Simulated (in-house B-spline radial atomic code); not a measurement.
Configurations of Os⁸⁺, with energies counted from [Xe] 4f14. Computed with a radial B-spline atomic code at the basis-set limit: Dirac-Hartree-Fock, average of configuration, Fermi nucleus of rms radius 5.4126 fm. Energies include first-order Breit, QED and recoil terms.

Occupations are held fixed; configurations that lie above the ionisation limit could autoionise.

```csv
configuration,E - E(ref) (eV),highest orbital,its <r> (bohr)
[Kr] 4d10 4f14 5s2 5p5 5d1,54.108,5d5/2,1.355
[Xe] 4f13 5d1,63.284,5d5/2,1.332
[Xe] 4f13 6s1,86.743,6s1/2,1.966
[Kr] 4d10 4f14 5s2 5p5 5f1,102.61,5f7/2,1.999
[Kr] 4d10 4f14 5s2 5p5 6f1,127.69,6f7/2,3.548
[Xe] 4f13 7p1,133.13,7p3/2,3.675
[Xe] 4f13 9s1,156.51,9s1/2,6.943
[Xe] 4f13 7g1,160.17,7g7/2,6.851
[Xe] 4f13 9g1,169.24,9g7/2,12.11
[Kr] 4d9 4f14 5s2 5p6 7s1,363.93,7s1/2,3.3
[Kr] 4d9 4f14 5s2 5p6 6f1,376.23,6f7/2,3.511
[Kr] 4d9 4f14 5s2 5p6 9p1,396.02,9p3/2,7.522
```

**Question.** Order these further configurations by energy, lowest first.
A. [Kr] 4d10 4f14 5s2 5p5 5g1
B. [Kr] 4d10 4f14 5s2 5p5 8f1
C. [Kr] 4d10 4f14 5s2 5p5 9f1
D. [Kr] 4d10 4f14 5s2 5p5 8g1
E. [Kr] 4d10 4f14 5s2 5p5 7s1

**Answer.** E (115.38 eV), A (126.85 eV), B (149.17 eV), D (153.98 eV), C (154.4 eV).

**Question.** How far above the reference does [Kr] 4d10 4f14 5s2 5p5 8s1 lie?

**Answer.** 134.32 eV; its least bound orbital is 8s1/2 with <r> = 4.98 bohr.

**Question.** How far above the reference does [Kr] 4d9 4f14 5s2 5p6 8f1 lie?

**Answer.** 397.96 eV; its least bound orbital is 8f7/2 with <r> = 7.54 bohr.

**Question.** How far above the reference does [Kr] 4d9 4f14 5s2 5p6 6g1 lie?

**Answer.** 389.25 eV; its least bound orbital is 6g7/2 with <r> = 4.727 bohr.

**Question.** One of these lies 350.8 eV from the reference. Which?
A. [Kr] 4d9 4f14 5s2 5p6 6p1
B. [Xe] 4f13 6g1
C. [Kr] 4d10 4f14 5s2 5p5 7f1
D. [Kr] 4d9 4f14 5s2 5p6 5f1

**Answer.** D.
